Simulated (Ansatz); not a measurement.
`N[Si](O)(F)F` + `C=N` → `C=N[Si](N)(O)F` + H–F  (ligand exchange at the Si–F bond)

Isolated molecules relaxed with PBE0-D4/def2-TZVP in Ansatz; ΔE leaves out vibrations. CCSD(T)/CBS adds triple-zeta CCSD(T) − MP2 to the extrapolated MP2 energy (def2 sets, frozen cores). This one scheme is used for every species. Functionals use def2-TZVPP. Each species was taken in one conformer, which may not be the lowest.

`N[Si](O)(F)F`:

Cartesian coordinates in Å:
```
N -0.257 -1.129 -0.306
Si -0.210 0.508 0.096
O 1.301 1.084 0.153
F -0.953 1.476 -0.909
F -0.974 0.645 1.476
H 0.201 -1.477 -1.131
H -1.047 -1.696 -0.047
H 1.940 0.589 0.668
```

`C=N`:

Z-matrix (Å, degrees):
```
C
N 1 1.261
H 1 1.096 2 124.9
H 1 1.092 2 118.8 3 -180.0
H 2 1.021 1 111.0 3 -0.0
```

`C=N[Si](N)(O)F`:

```xyz
11

C     0.158   -0.261   -2.162
N     0.342   -0.671   -0.988
Si   -0.303    0.022    0.448
N     0.872    0.506    1.571
O    -1.288   -1.127    1.041
F    -1.118    1.362    0.126
H     0.639   -0.769   -3.007
H    -0.473    0.601   -2.424
H     1.595   -0.128    1.868
H     1.182    1.463    1.592
H    -1.606   -0.997    1.935
```

H–F:

Z-matrix (Å, degrees):
```
F
H 1 0.920
```

```json
{"species": "`N[Si](O)(F)F`", "r2SCAN energy (Eh)": "-621.19229"}
{"species": "`C=N`", "r2SCAN energy (Eh)": "-94.60833"}
{"species": "`C=N[Si](N)(O)F`", "r2SCAN energy (Eh)": "-615.31179"}
{"species": "H–F", "r2SCAN energy (Eh)": "-100.44665"}
```

Question: Work out ΔE.

Answer: ΔE = (-615.31179) + (-100.44665) − (-621.19229) − (-94.60833) = 0.04218 Eh = +1.15 eV. CCSD(T)/CBS gives +1.10 eV.

Largest T1 diagnostic among the species: 0.012.

The D4 term adds −0.09 eV with B3LYP and −0.05 eV with PBE0; it sums over pairs of atoms, weighted by their polarisabilities, and B3LYP, whose exchange is more repulsive, gets the larger term. In def2-TZVPP, CCSD(T) changes the Hartree–Fock value by −0.16 eV (the triples alone add −0.03 eV) and MP2 by −0.21 eV.

B3LYP here is the variant with VWN-RPA as its local correlation; programs differ in this.
